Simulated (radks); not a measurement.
Q: Radial electron density D(r) = 4 pi r^2 rho(r) of an atom or ion with 1 electrons. All-electron calculation, scalar-relativistic Kohn-Sham, r2SCAN, spin-polarised, spherical densities, finite nucleus; meta-GGA in the generalised Kohn-Sham scheme; Fermi nuclear charge, rms radius of each element as measured or else 0.836 A^(1/3) + 0.57 fm. Program: a radial shooting solver on a logarithmic mesh with Libxc functionals.

| r (bohr) | D(r) (e/bohr) |
|---|---|
| 0.01986 | 0.1629 |
| 0.02312 | 0.2137 |
| 0.02691 | 0.2787 |
| 0.03133 | 0.3613 |
| 0.03648 | 0.4650 |
| 0.04246 | 0.5933 |
| 0.04943 | 0.7496 |
| 0.05755 | 0.9362 |
| 0.067 | 1.154 |
| 0.07737 | 1.386 |
| 0.09007 | 1.653 |
| 0.1049 | 1.931 |
| 0.1221 | 2.201 |
| 0.1421 | 2.439 |
| 0.1654 | 2.615 |
| 0.1926 | 2.698 |
| 0.2242 | 2.663 |
| 0.261 | 2.496 |
| 0.3039 | 2.203 |
| 0.3538 | 1.814 |
| 0.4118 | 1.377 |
| 0.4756 | 0.9722 |
| 0.5537 | 0.6056 |
| 0.6446 | 0.3325 |
| 0.7504 | 0.1576 |
| 0.8736 | 0.06304 |
| 1.017 | 0.02069 |
| 1.184 | 0.005405 |

What is the nuclear charge?

A: Z = 5. The innermost maximum, from 1s, lies near gamma/Z bohr with gamma = sqrt(1 - (Z/c)^2) = 0.999, here 0.2 bohr (found: 0.199), and its height grows with Z. The density is that of the boron ion B4+ in 1s1; the configuration itself is not fixed sharply by these data. D(r) has 1 maximum, at r = 0.199 bohr.
